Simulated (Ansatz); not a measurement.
# Energy profile

The step: GaH₂F ([F][GaH2]) → GaH + HF; bonds formed: F2–H3; bonds broken: Ga1–F2, Ga1–H3 (atoms numbered as in the saddle structure below).

Ga1  (-0.539, 0.403, 0.106)
F2  (0.974, -0.826, -0.508)
H3  (-0.008, -0.379, -1.236)
H4  (-0.427, 0.803, 1.637)
(Å)

Electronic energies by CCSD(T) at an estimated basis limit (MP2 extrapolated from triple and quadruple zeta, plus CCSD(T) − MP2 in triple zeta), on PBE0-D4/def2-TZVP structures; GaH$_{2}$F, closed shell; no counterpoise correction. Program: Ansatz 0.2.0. Basis: def2-TZVPP and def2-QZVPP. Cores are frozen in the correlated methods. Filled d shells of the heavier atoms are correlated. The def2 sets are not built for correlating such inner shells, so the correlated values are less sure here. Extrapolation: Hartree–Fock as exp(−7.88 √X), correlation as X^−2.97.

Give the profile in kcal/mol, counted from the start structure. (An estimate is asked for; the value comes from the calculation.)

By the calculation:
| point | kcal/mol |
| --- | --- |
| start structure | 0.00 |
| saddle | 59.53 |
| end structure | 34.16 |
| separated: GaH (Ga1, H4; singlet) + HF (F2, H3; singlet) | 38.75 |

No T1 diagnostic of these runs exceeds 0.019. The restricted Hartree–Fock reference is unstable towards an unrestricted one at one or more of these structures.

Labels in which every atom is bracketed show which atoms are joined, not bond orders.

For scale, one of the runs: CCSD(T)/def2-TZVPP, 107 basis functions, launched by `ansatz run in.yaml --threads 2 --pin off --events-out ev --progress --plain --max-ram 4352MiB`. The run took about 4.2 s on 2 CPU threads of an Arm Neoverse V2 (shared host).
